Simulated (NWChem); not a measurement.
Species: CH₆N cation; SMILES [NH3+]C

Results from NWChem. All runs use the structure optimised with B3LYP/6-31G* (spherical d). Level: PBE/def2-SVP with COSMO at NWChem's default radii, gas-phase geometry; rows give the dielectric constant. Reactions with the solvent are ignored.

```tsv
dielectric constant	electrostatic solvation energy (kcal/mol)
2.0	(withheld)
4.8	-59.4
7.6	-65.2
11.7	-68.7
37.5	-73.2
```

Fill in the missing entries.


- 2.0, electrostatic solvation energy (kcal/mol): -37.4
